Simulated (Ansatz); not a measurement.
CrO₃⁺, relaxed as a doublet with UKS r2SCAN-D4/def2-TZVP in Ansatz, starting from the GFN2-xTB geometry. Force threshold 0.02 eV/Å.

The structure holds one bond between oxygen atoms, so isomers without such links may lie far lower. The charge 1 doublet is spin-contaminated (final ⟨S²⟩ up to 1.61, 0.75 for a pure state). The structure comes from a short search, and lower isomers may exist.

Start:

```xyz
4

Cr    0.3059    0.2367   -0.3508
O     0.2938   -0.0825   -1.8337
O    -0.6530   -0.4931    0.8244
O     0.0533    0.3389    1.3601
```

Question: Estimate the energy that the relaxation releases and the steps that it takes.

Answer: 34.1 kcal/mol, in 14 steps; 85 s on 2 threads of Arm Neoverse V1 on a shared host. No frequencies were taken in this run, so the end may be a saddle point.

Question: Does the start keep its bonding and symmetry?

Answer: By distances, no bond broke or formed. The bond that changes most is Cr1–O3, from 1.68 to 1.85 Å (atoms count from 1). Point group Cs at the start, Cs at the end, both within 0.05 Å.

Question: Predict the relaxed structure.

Answer: 
```xyz
4

Cr    0.478   -0.278   -0.387
O     0.249    0.248   -1.807
O    -0.759   -0.496    0.973
O     0.033    0.525    1.220
```
Bond lengths: 3 × Cr–O 1.53 to 1.85 Å; 1 × O–O 1.32 Å.
